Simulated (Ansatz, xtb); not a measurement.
# Relative energy of two structures of F2GeHNP

Structure a: a doublet given by its coordinates. Structure b: a doublet given by its coordinates. Both are isolated molecules in the gas phase, relaxed with B3LYP/6-31G*.

a (Å):

```yaml
atoms:
  - { symbol: F, position_ang: [-1.9950, 2.8920, -0.0829] }
  - { symbol: F, position_ang: [2.0018, -0.2595, 0.0294] }
  - { symbol: Ge, position_ang: [1.2057, 0.5267, 1.4017] }
  - { symbol: N, position_ang: [0.2787, 1.7503, 0.3074] }
  - { symbol: P, position_ang: [-0.6487, 3.0796, 0.8170] }
  - { symbol: H, position_ang: [0.3962, 1.5915, -0.6966] }
```

Close contacts (Å): F1–P5 1.63, F2–Ge3 1.77, Ge3–N4 1.89, N4–P5 1.70, N4–H6 1.02.

b (Å):

```xyz
6

F    -3.6287   -0.6863   -1.0769
F    -0.0297    0.7326    1.3916
Ge    0.5663    0.2114   -0.2002
N    -1.1670   -0.2424   -0.7817
P    -2.6327   -0.1132    0.0835
H    -1.2644   -0.6133   -1.7281
```

Close contacts (Å): F1–P5 1.63, F2–Ge3 1.78, Ge3–N4 1.88, N4–P5 1.71, N4–H6 1.02.

Task: Estimate which is lower in electronic energy at CCSD(T)/def2-SVP + ΔMP2/def2-TZVPP, and by roughly how much.

Result: Too close to call at this level: CCSD(T)/def2-SVP + ΔMP2/def2-TZVPP gives E(b) − E(a) = +2.14 kJ/mol.

Level by level:

| level | geometry | E(b) − E(a) (kJ/mol) | departure from the last row (kJ/mol) | job, with rough time for the two |
| --- | --- | --- | --- | --- |
| B3LYP/6-31G* | B3LYP/6-31G* | −2.41 | −4.55 | optimisation, 74 s |
| HF/def2-SVP | B3LYP/6-31G* | +1.30 | −0.84 | part of the CCSD(T) run |
| MP2/def2-SVP | B3LYP/6-31G* | +1.55 | −0.58 | part of the CCSD(T) run |
| CCSD(T)/def2-SVP | B3LYP/6-31G* | −1.58 | −3.71 | single point |
| CCSD(T)/def2-SVP + ΔMP2/def2-TZVPP | B3LYP/6-31G* | +2.14 |  | single point, 51 s |

The largest departure from CCSD(T)/def2-SVP + ΔMP2/def2-TZVPP is that of B3LYP/6-31G*, 4.55 kJ/mol. Levels run at GFN2-xTB geometries aren't shown. The last row adds to CCSD(T) the change of the MP2 difference between the two basis sets, here +3.71 kJ/mol.

With harmonic frequencies from B3LYP/6-31G* (ideal gas, rigid rotor, one conformer each, 298.15 K, 1 atm): on the last row, ΔE + ΔZPE = +2.14 kJ/mol. A mode under 50 cm⁻¹ makes harmonic enthalpies and free energies unreliable, so none is given.

Open shells are spin-unrestricted. The correlated steps freeze 17 core orbitals; the filled d shell of Ge is correlated, in a basis made for valence electrons. Programs: Ansatz 0.2.0; the last row on 2 threads of Intel(R) Xeon(R) 6975P-C (Granite Rapids) on a shared host.
